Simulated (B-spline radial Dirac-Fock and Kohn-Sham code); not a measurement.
**Photoabsorption cross section of Ce by shell**

System: neutral cerium, configuration 1s2 2s2 2p6 3s2 3p6 3d10 4s2 4p6 4d10 4f1 5s2 5p6 5d1 6s2.

Input file task.json (cfg lists n, l and occupation; rrms is the nuclear radius in fm):

```json
{"items": [{
  "Z": 58,
  "q": 0,
  "cfg": [[1, 0, 2], [2, 0, 2], [2, 1, 6], [3, 0, 2], [3, 1, 6], [3, 2, 10], [4, 0, 2], [4, 1, 6], [4, 2, 10], [4, 3, 1], [5, 0, 2], [5, 1, 6], [5, 2, 1], [6, 0, 2]],
  "A": 140,
  "rrms": 4.8771,
  "do": ["binding", "quiet", "photo", "scan"],
  "hv": [21.22, 40.81, 60, 80, 100, 150, 200, 300, 400, 600, 800, 1000, 1253.6, 1486.9, 2000, 2984.4, 4000, 5414.7, 6000, 8047.8, 9251.7, 12000, 15000, 17479.3, 22162.9, 30000, 40000, 59318.2, 80000, 100000, 150000, 200000]
}]}
```

Command: `python xray_run.py task.json out`

These are calculated numbers from a radial finite-basis atomic code; the model is a relativistic central-field model (Hartree-Slater potential of the initial state, Latter tail, multipole expansion of the photon field, Dirac-Fock thresholds).

Computed thresholds (eV): K 40450.6, L1 6564.8, L2 6174.7, L3 5733.6, M1 1450.7, M2 1285.9, M3 1197.5, M4 912.5, M5 894.1, N1 309.7, N2 246.5, N3 227.6, N4 122.1, N5 118.8, N6 10.22, N7 9.93, O1 48.94, O2 29.44, O3 26.64, O4 5.69, O5 5.56, P1 4.76.

```
photon energy (eV)  total (b)  K (%)  L (%)  M (%)  N (%)  O (%)  P (%)  tabulated (b)
             21.22  4.674e+06      –      –      –    4.9   93.8    1.4              –
             40.81  5.689e+06      –      –      –   15.8   82.8    1.4              –
                60  2.522e+06      –      –      –   46.2   52.2    1.6              –
                80  1.807e+06      –      –      –   60.9   37.7    1.4              –
               100  1.461e+06      –      –      –   65.0   33.6    1.4              –
               150  1.831e+06      –      –      –   81.9   17.3    0.8              –
               200  1.118e+06      –      –      –   78.2   21.0    0.8              –
               300  1.644e+06      –      –      –   90.5    9.1    0.3              –
               400  1.521e+06      –      –      –   92.8    6.9    0.2              –
               600     963100      –      –      –   93.6    6.3    0.2              –
               800     620000      –      –      –   93.5    6.3    0.2              –
              1000  2.255e+06      –      –   81.4   17.3    1.2    0.0      2.257e+06
            1253.6  1.573e+06      –      –   82.8   16.0    1.2    0.0              –
            1486.9  1.205e+06      –      –   84.1   14.7    1.1    0.0      1.192e+06
              2000     612000      –      –   83.4   15.3    1.3    0.0         604800
            2984.4     232700      –      –   82.5   15.9    1.5    0.0         230600
              4000     111800      –      –   81.8   16.3    1.7    0.1         110500
            5414.7      51490      –      –   81.3   16.7    2.0    0.1          50860
              6000     114200      –   65.5   28.0    5.8    0.7    0.0         113100
            8047.8      84740      –   78.6   17.3    3.6    0.5    0.0          84620
            9251.7      58930      –   78.7   17.1    3.6    0.5    0.0          58580
             12000      29600      –   78.9   16.9    3.7    0.5    0.0          29300
             15000      16220      –   79.0   16.7    3.7    0.5    0.0          16130
           17479.3      10680      –   79.1   16.7    3.7    0.5    0.0          10620
           22162.9       5560      –   79.1   16.6    3.7    0.6    0.0           5528
             30000       2395      –   79.1   16.6    3.7    0.6    0.0           2385
             40000       1065      –   79.1   16.5    3.7    0.6    0.0           1062
           59318.2       2167   84.0   12.7    2.6    0.6    0.1    0.0           2171
             80000      958.0   84.6   12.2    2.5    0.6    0.1    0.0          958.4
            100000      515.1   84.9   11.9    2.5    0.6    0.1    0.0          515.2
            150000      164.4   85.3   11.6    2.4    0.6    0.1    0.0          164.5
            200000      73.01   85.4   11.5    2.4    0.6    0.1    0.0          73.05
```

Tabulated values: Elam, Ravel and Sieber (2002) photoabsorption table (xraylib 4.2).

Task: With what power of the photon energy does the total fall between 150000 and 200000 eV?

Result: As E^-2.82. The non-relativistic Born limit for an s electron far above threshold is E^-3.5; near threshold and at relativistic energies the fall is slower.
